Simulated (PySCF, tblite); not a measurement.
System: O₂Se, singlet: symmetric bend, bond length relaxed. Scanned: O-Se-O angle. Other coordinates (Se-O bond length) were minimised at B3LYP/def2-TZVP.

- GFN2-xTB, 300 K electronic temperature (tblite)
- MP2 on RHF/cc-pVTZ, 11 core orbitals frozen (PySCF)
- RKS-LDA (SVWN5)/6-31G* = restricted LDA (SVWN5)/6-31G*, spherical d in PySCF

Energies in kcal/mol, each method relative to its own lowest point.

```csv
a / °,GFN2-xTB,MP2,RKS-LDA (SVWN5)/6-31G*
180,99.3,—,(withheld)
170,(withheld),—,46.4
160,57.6,38.4,36.6
150,39.3,26.0,24.5
140,23.7,14.2,13.2
130,(withheld),5.2,4.7
120,3.3,(withheld),0.0
110,0.0,0.0,0.2
100,3.0,6.2,6.3
90,14.3,20.4,19.5
80,(withheld),45.3,42.6
```

Problem. Some entries are withheld; supply them.

Solution. 
- 180, RKS-LDA (SVWN5)/6-31G*: 50.4
- 170, GFN2-xTB: 78.1
- 130, GFN2-xTB: 11.5
- 120, MP2: 0.1
- 80, GFN2-xTB: 37.3

Dashes: no converged value, or the column stops at the first point that the program doubted or that broke a chosen test of continuity, which isn't proof of a fault.
